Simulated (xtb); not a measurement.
H2Zn, charge +1, doublet, from a rough starting geometry (GFN-xTB shapes and energies of metal compounds can be far from the true ones) (a state made from the parent by changing its charge; the spin is typed, not shown lowest); GFN2-xTB in xtb.

xtb was given this input:
```
$ xtb mol.xyz --gfn 2 --chrg 1 --uhf 1 --opt vtight --json

# file mol.xyz
3

Zn    -0.00081859    -0.01123426     0.01029143
H      0.22803926    -1.48834954     0.05319482
H     -0.24474856     1.51884543    -0.11777583
```

Q: Write the output that xtb gives for this input, abridged.

A: 
```
   ID    Z sym.   atoms
    1   30 Zn     1
    2    1 H      2, 3

           -------------------------------------------------
          |                Calculation Setup                |
           -------------------------------------------------

           -------------------------------------------------
          |                 G F N 2 - x T B                 |
           -------------------------------------------------

          ...................................................
          :                      SETUP                      :
          :.................................................:
          :  # basis functions                   6          :
          :  # atomic orbitals                   6          :
          :  # shells                            4          :
          :  # electrons                         3          :
          :  max. iterations                   250          :
          :  Hamiltonian                  GFN2-xTB          :
          :  restarted?                      false          :
          :  GBSA solvation                  false          :
          :  PC potential                    false          :
          :  electronic temp.          300.0000000     K    :
          :  accuracy                    1.0000000          :
          :  -> integral cutoff          0.2500000E+02      :
          :  -> integral neglect         0.1000000E-07      :
          :  -> SCF convergence          0.1000000E-05 Eh   :
          :  -> wf. convergence          0.1000000E-03 e    :
          :  Broyden damping             0.4000000          :
          :  net charge                          1          :
          :  unpaired electrons                  1          :
          ...................................................

 iter      E             dE          RMSdq      gap      omega  full diag
   1     -0.9715362 -0.971536E+00  0.269E+01    6.10       0.0  T
   2     -1.0100746 -0.385384E-01  0.156E+01    7.57       1.0  T
   3     -1.0068627  0.321195E-02  0.141E+00    7.28       1.0  T
   4     -1.0115720 -0.470929E-02  0.106E-01    7.64       1.0  T
   5     -1.0115878 -0.158289E-04  0.392E-02    7.60       1.5  T
   6     -1.0115921 -0.429584E-05  0.782E-03    7.61       7.4  T
   7     -1.0115922 -0.607473E-07  0.569E-04    7.61     101.5  T
   8     -1.0115922  0.257683E-10  0.352E-04    7.61     164.0  T

   *** convergence criteria satisfied after 8 iterations ***

         :::::::::::::::::::::::::::::::::::::::::::::::::::::
         ::                     SUMMARY                     ::
         :::::::::::::::::::::::::::::::::::::::::::::::::::::
         :: total energy              -1.004721564381 Eh    ::
         :: gradient norm              0.014136213763 Eh/a0 ::
         :: HOMO-LUMO gap              7.609589734234 eV    ::
         ::.................................................::
         :: SCC energy                -1.011592164626 Eh    ::
         :: -> isotropic ES            0.182327988825 Eh    ::
         :: -> anisotropic ES         -0.012446638180 Eh    ::
         :: -> anisotropic XC          0.003085488868 Eh    ::
         :: -> dispersion             -0.000181680779 Eh    ::
         :: repulsion energy           0.006870600244 Eh    ::
         :: add. restraining           0.000000000000 Eh    ::
         :: total charge               1.000000000000 e     ::
         :::::::::::::::::::::::::::::::::::::::::::::::::::::

      -----------------------------------------------------------
     |                   =====================                   |
     |                        A N C O P T                        |
     |                   =====================                   |
     |               Approximate Normal Coordinate               |
     |                Rational Function Optimizer                |
      -----------------------------------------------------------
[...]
 * total energy  :    -1.0047216 Eh     change       -0.4912382E-10 Eh
 * total energy  :    -1.0052297 Eh     change       -0.5081719E-03 Eh
 * total energy  :    -1.0054450 Eh     change       -0.2152854E-03 Eh
 * total energy  :    -1.0054606 Eh     change       -0.1554880E-04 Eh
 * total energy  :    -1.0054636 Eh     change       -0.3012489E-05 Eh
 * total energy  :    -1.0054643 Eh     change       -0.7436494E-06 Eh
 * total energy  :    -1.0054644 Eh     change       -0.4494156E-07 Eh
   *** GEOMETRY OPTIMIZATION CONVERGED AFTER 7 ITERATIONS ***
[...]

   *** convergence criteria satisfied after 3 iterations ***

         :::::::::::::::::::::::::::::::::::::::::::::::::::::
         ::                     SUMMARY                     ::
         :::::::::::::::::::::::::::::::::::::::::::::::::::::
         :: total energy              -1.005464371592 Eh    ::
         :: gradient norm              0.000015468812 Eh/a0 ::
         :: HOMO-LUMO gap              7.705166081683 eV    ::
         ::.................................................::
         :: SCC energy                -1.010221206847 Eh    ::
         :: -> isotropic ES            0.180175821919 Eh    ::
         :: -> anisotropic ES         -0.013026311464 Eh    ::
         :: -> anisotropic XC          0.003324095151 Eh    ::
         :: -> dispersion             -0.000180831272 Eh    ::
         :: repulsion energy           0.004756835255 Eh    ::
         :: add. restraining           0.000000000000 Eh    ::
         :: total charge               1.000000000000 e     ::
         :::::::::::::::::::::::::::::::::::::::::::::::::::::

           -------------------------------------------------
          |                Property Printout                |
           -------------------------------------------------

    * Orbital Energies and Occupations

         #    Occupation            Energy/Eh            Energy/eV
      -------------------------------------------------------------
         1        2.0000           -0.7992814             -21.7496
         2        1.0000           -0.7088251             -19.2881 (HOMO)
         3                         -0.4256654             -11.5829 (LUMO)
         4                         -0.4256654             -11.5829
         5                         -0.3910257             -10.6404
         6                          0.4049438              11.0191
      -------------------------------------------------------------
                  HL-Gap            0.2831596 Eh            7.7052 eV
             Fermi-level           -0.6606492 Eh          -17.9772 eV

     #   Z          covCN         q      C6AA      α(0)
     1  30 Zn       1.736     0.376   120.557    21.448
     2   1 H        0.868     0.312     0.678     1.289
     3   1 H        0.868     0.312     0.678     1.289

 Mol. C6AA /au·bohr⁶  :        158.723320
 Mol. C8AA /au·bohr⁸  :      10521.590489
 Mol. α(0) /au        :         24.027234

Wiberg/Mayer (AO) data.
largest (>0.10) Wiberg bond orders for each atom

 ---------------------------------------------------------------------------
     #   Z sym  total        # sym  WBO       # sym  WBO       # sym  WBO
 ---------------------------------------------------------------------------
     1  30 Zn   1.297 --     2 H    0.648     3 H    0.648
     2   1 H    0.776 --     1 Zn   0.648     3 H    0.127
     3   1 H    0.776 --     1 Zn   0.648     2 H    0.127
 ---------------------------------------------------------------------------

Topologies differ in total number of bonds
Writing topology from bond orders to xtbtopo.mol

molecular dipole:
                 x           y           z       tot (Debye)
 q only:       -0.011       0.012      -0.034
   full:       -0.011       0.012      -0.034       0.096
molecular quadrupole (traceless):
                xx          xy          yy          xz          yz          zz
 q only:       -2.533      -1.252       5.235       0.072      -0.453      -2.702
  q+dip:       -3.210      -1.587       6.635       0.091      -0.574      -3.425
   full:       -1.437      -0.711       2.970       0.041      -0.258      -1.533

optimized geometry written to: xtbopt.xyz

           -------------------------------------------------
          | TOTAL ENERGY               -1.005464371592 Eh   |
          | GRADIENT NORM               0.000015468812 Eh/α |
          | HOMO-LUMO GAP               7.705166081683 eV   |
           -------------------------------------------------

normal termination of xtb
```
